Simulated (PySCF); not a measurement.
C₄H₁₂Ge, SMILES C[C](C)(C)[GeH3].

The structure is a stationary point at PBE0-D3(BJ)/def2-SVP. The isomer is the one that the SMILES or the coordinates give; other isomers of the formula were not compared.

Calculation: ωB97X/def2-TZVP (PySCF).

Isolated molecule, no solvent.

Computed frontier levels, gap, dipole moment and polarisability:
| Quantity | Result |
|---|---|
| highest occupied level | -9.97 eV |
| lowest empty level | 2.48 eV |
| orbital gap | 12.44 eV |
| dipole moment | 0.78 D |
| quadrupole, principal values (traceless, Buckingham form, about the centre of nuclear charge) | -0.67, 0.33, 0.33 D·Å |
| mean static polarisability | 81.1 bohr³ (12.01 Å³) |
| polarisability, principal values | 77.4, 77.4, 88.3 bohr³ |
